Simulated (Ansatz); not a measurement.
Consider the ligand exchange at a Ga–S bond: `[SH][Ga]([Br])[Br]` + HBr → `[Br][Ga]([Br])[Br]` + H₂S.

Computed with Ansatz on PBE0-D4/def2-TZVP structures; ΔE is electronic, products minus reactants. CCSD(T)/CBS adds triple-zeta CCSD(T) − MP2 to the extrapolated MP2 energy (def2 sets, frozen cores). This one scheme is used for every species. DFT in def2-TZVPP. B3LYP here is the variant with VWN-RPA as its local correlation; programs differ in this. HSE06 is defined as in plane-wave codes. For Br, Ga outer-core shells are correlated without core-valence functions, which leaves a few kJ/mol of doubt a bond. Scalar relativity is left out up to krypton. Each species was taken in one conformer, which may not be the lowest.

```json
{"level": "LDA (SPW92)", "ΔE (kJ/mol)": "-21.6", "difference from CCSD(T)/CBS": "7.1"}
{"level": "PBE-D4", "ΔE (kJ/mol)": "-25.2", "difference from CCSD(T)/CBS": "3.5"}
{"level": "revPBE-D4", "ΔE (kJ/mol)": "-24.9", "difference from CCSD(T)/CBS": "3.8"}
{"level": "r2SCAN-D4", "ΔE (kJ/mol)": "-28.2", "difference from CCSD(T)/CBS": "0.5"}
{"level": "B97M-V", "ΔE (kJ/mol)": "-27.8", "difference from CCSD(T)/CBS": "0.9"}
{"level": "PBE0-D4", "ΔE (kJ/mol)": "-28.7", "difference from CCSD(T)/CBS": "0.0"}
{"level": "B3LYP-D4", "ΔE (kJ/mol)": "-30.2", "difference from CCSD(T)/CBS": "-1.5"}
{"level": "r2SCAN0-D4", "ΔE (kJ/mol)": "-30.9", "difference from CCSD(T)/CBS": "-2.2"}
{"level": "HSE06-D4", "ΔE (kJ/mol)": "-28.9", "difference from CCSD(T)/CBS": "-0.2"}
{"level": "BHLYP-D4", "ΔE (kJ/mol)": "-34.9", "difference from CCSD(T)/CBS": "-6.2"}
{"level": "CAM-B3LYP-D4", "ΔE (kJ/mol)": "-30.6", "difference from CCSD(T)/CBS": "-1.9"}
{"level": "ωB97M-V", "ΔE (kJ/mol)": "-30.5", "difference from CCSD(T)/CBS": "-1.8"}
{"level": "B2PLYP", "ΔE (kJ/mol)": "-31.0", "difference from CCSD(T)/CBS": "-2.3"}
{"level": "PBE-QIDH", "ΔE (kJ/mol)": "-30.9", "difference from CCSD(T)/CBS": "-2.2"}
{"level": "PBE", "ΔE (kJ/mol)": "-26.0", "difference from CCSD(T)/CBS": "2.7"}
{"level": "revPBE", "ΔE (kJ/mol)": "-27.2", "difference from CCSD(T)/CBS": "1.5"}
{"level": "BLYP", "ΔE (kJ/mol)": "-29.0", "difference from CCSD(T)/CBS": "-0.3"}
{"level": "r2SCAN", "ΔE (kJ/mol)": "-28.6", "difference from CCSD(T)/CBS": "0.1"}
{"level": "PBE0", "ΔE (kJ/mol)": "-29.4", "difference from CCSD(T)/CBS": "-0.7"}
{"level": "B3LYP", "ΔE (kJ/mol)": "-31.4", "difference from CCSD(T)/CBS": "-2.7"}
{"level": "r2SCAN0", "ΔE (kJ/mol)": "-31.2", "difference from CCSD(T)/CBS": "-2.5"}
{"level": "HSE06", "ΔE (kJ/mol)": "-29.6", "difference from CCSD(T)/CBS": "-0.9"}
{"level": "CAM-B3LYP", "ΔE (kJ/mol)": "-31.3", "difference from CCSD(T)/CBS": "-2.6"}
{"level": "LC-ωPBE", "ΔE (kJ/mol)": "-29.0", "difference from CCSD(T)/CBS": "-0.3"}
{"level": "RPA@PBE/def2-TZVPP", "ΔE (kJ/mol)": "-29.0", "difference from CCSD(T)/CBS": "-0.3"}
{"level": "HF/def2-SVP", "ΔE (kJ/mol)": "-39.2", "difference from CCSD(T)/CBS": "-10.5"}
{"level": "MP2/def2-SVP", "ΔE (kJ/mol)": "-30.0", "difference from CCSD(T)/CBS": "-1.3"}
{"level": "CCSD/def2-SVP", "ΔE (kJ/mol)": "-30.3", "difference from CCSD(T)/CBS": "-1.6"}
{"level": "CCSD(T)/def2-SVP", "ΔE (kJ/mol)": "-28.8", "difference from CCSD(T)/CBS": "-0.1"}
{"level": "HF/def2-TZVPP", "ΔE (kJ/mol)": "-42.5", "difference from CCSD(T)/CBS": "-13.8"}
{"level": "MP2/def2-TZVPP", "ΔE (kJ/mol)": "-29.9", "difference from CCSD(T)/CBS": "-1.2"}
{"level": "SCS-MP2/def2-TZVPP", "ΔE (kJ/mol)": "-31.7", "difference from CCSD(T)/CBS": "-3.0"}
{"level": "CCSD/def2-TZVPP", "ΔE (kJ/mol)": "-31.8", "difference from CCSD(T)/CBS": "-3.1"}
{"level": "CCSD(T)/def2-TZVPP", "ΔE (kJ/mol)": "-29.8", "difference from CCSD(T)/CBS": "-1.1"}
{"level": "HF/def2-QZVPP", "ΔE (kJ/mol)": "-42.7", "difference from CCSD(T)/CBS": "-14.0"}
{"level": "MP2/def2-QZVPP", "ΔE (kJ/mol)": "-29.3", "difference from CCSD(T)/CBS": "-0.6"}
{"level": "SCS-MP2/def2-QZVPP", "ΔE (kJ/mol)": "-31.0", "difference from CCSD(T)/CBS": "-2.3"}
{"level": "HF/CBS(def2)", "ΔE (kJ/mol)": "-42.7", "difference from CCSD(T)/CBS": "-14.0"}
{"level": "MP2/CBS(def2)", "ΔE (kJ/mol)": "-28.8", "difference from CCSD(T)/CBS": "-0.1"}
{"level": "CCSD/CBS(def2)", "ΔE (kJ/mol)": "-30.8", "difference from CCSD(T)/CBS": "-2.1"}
{"level": "CCSD(T)/CBS", "ΔE (kJ/mol)": "-28.7", "difference from CCSD(T)/CBS": "0"}
```

Task: What do rigid-rotor, harmonic-oscillator terms from PBE0-D4/def2-TZVP frequencies (298.15 K, 1 bar) make of the CCSD(T)/CBS value? (Best estimate.)

Result: Ansatz gave: ΔZPE = +1.1 kJ/mol, ΔH = -27.4 kJ/mol, ΔS = -6 J/(mol·K), ΔG = -25.8 kJ/mol.

Largest T1 diagnostic among the species: 0.010.

From PBE to PBE0 (25 % exact exchange), in def2-TZVPP and without D4, ΔE moves by −3.5 kJ/mol. In def2-TZVPP, CCSD(T) changes the Hartree–Fock value by +12.7 kJ/mol (the triples alone add +2.0 kJ/mol) and MP2 by +12.6 kJ/mol.

CCSD(T)/CBS has its own doubt, a few kJ/mol and more with outer-core shells, so smaller differences from it don't rank the levels.
